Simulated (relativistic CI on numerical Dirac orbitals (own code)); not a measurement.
## Crystal-field levels of Nd3+, 4f3

Calculated by Dirac-Coulomb-Breit CI, orbitals from a KLI potential per configuration, a model potential for QED, valence Slater integrals scaled by 0.75, one configuration in a parametric crystal field (own radial code).

Field parameters in Wybourne normalisation. The field is a parameter set, without covalency.

S and J are read from ⟨S²⟩ = S(S + 1) and ⟨J²⟩ = J(J + 1) of each level; they are not fictitious spins.

D3d, B20 = 1680, B40 = 1370, B43 = 580, B60 = 150, B63 = -550, B66 = -30 cm⁻¹, the lowest 10 levels:

```
E (cm⁻¹)  Degeneracy  Irrep     S     J
     0.0           2  Γ5+Γ6  1.47  4.51
     209           2     Γ4  1.47  4.50
     336           2     Γ4  1.47  4.50
     338           2  Γ5+Γ6  1.47  4.50
     456           2     Γ4  1.47  4.50
    1875           2     Γ4  1.49  5.51
    2113           2  Γ5+Γ6  1.49  5.50
    2141           2     Γ4  1.49  5.50
    2196           2     Γ4  1.49  5.50
    2215           2  Γ5+Γ6  1.49  5.50
```

Principal g values of the ground doublet: 0.00, 0.00, 6.31.

D4h, B20 = 960, B40 = 410, B44 = 800, B60 = -410, B64 = 220 cm⁻¹, the lowest 16 levels:

| E (cm⁻¹) | Degeneracy | Irrep | S | J |
| --- | --- | --- | --- | --- |
| 0.0 | 2 | Γ6 | 1.47 | 4.50 |
| 68.8 | 2 | Γ6 | 1.47 | 4.50 |
| 187 | 2 | Γ7 | 1.47 | 4.50 |
| 218 | 2 | Γ6 | 1.47 | 4.50 |
| 272 | 2 | Γ7 | 1.47 | 4.50 |
| 1890 | 2 | Γ7 | 1.49 | 5.50 |
| 1943 | 2 | Γ6 | 1.49 | 5.50 |
| 2012 | 2 | Γ6 | 1.49 | 5.50 |
| 2021 | 2 | Γ7 | 1.49 | 5.50 |
| 2091 | 2 | Γ6 | 1.49 | 5.50 |
| 2106 | 2 | Γ7 | 1.49 | 5.50 |
| 3834 | 2 | Γ7 | 1.50 | 6.50 |
| 3868 | 2 | Γ7 | 1.50 | 6.50 |
| 3931 | 2 | Γ6 | 1.50 | 6.50 |
| 3986 | 2 | Γ7 | 1.50 | 6.50 |
| 3994 | 2 | Γ6 | 1.50 | 6.50 |

Principal g values of the ground doublet: 1.97, 1.97, 4.08.

D3h, B20 = 1070, B40 = 110, B60 = -530, B66 = -230 cm⁻¹, the lowest 16 levels:

| E (cm⁻¹) | Degeneracy | S | J |
| --- | --- | --- | --- |
| 0.0 | 2 | 1.47 | 4.50 |
| 6.0 | 2 | 1.47 | 4.50 |
| 133 | 2 | 1.47 | 4.50 |
| 202 | 2 | 1.47 | 4.50 |
| 205 | 2 | 1.47 | 4.50 |
| 1857 | 2 | 1.49 | 5.50 |
| 1894 | 2 | 1.49 | 5.50 |
| 1987 | 2 | 1.49 | 5.50 |
| 2024 | 2 | 1.49 | 5.50 |
| 2029 | 2 | 1.49 | 5.50 |
| 2032 | 2 | 1.49 | 5.50 |
| 3807 | 2 | 1.50 | 6.50 |
| 3815 | 2 | 1.50 | 6.50 |
| 3910 | 2 | 1.50 | 6.50 |
| 3969 | 2 | 1.50 | 6.50 |
| 3971 | 2 | 1.50 | 6.50 |

Principal g values of the ground doublet: 1.09, 1.09, 4.66.

The next free-ion level lies 1858 cm⁻¹ above the lowest; the field splits the ground level into components whose J stays near 9/2 as long as their spread is small against that gap.

Levels of this model without a field, named by their leading LS term (the scale mimics covalency, so terms lie below those of the real free ion): 4I°_9/2 0, 4I°_11/2 1858, 4I°_13/2 3811, 4I°_15/2 5816, 2H°_9/2 11467, 4F°_3/2 11578, 4F°_5/2 12610, 4S°_3/2 13414 cm⁻¹.
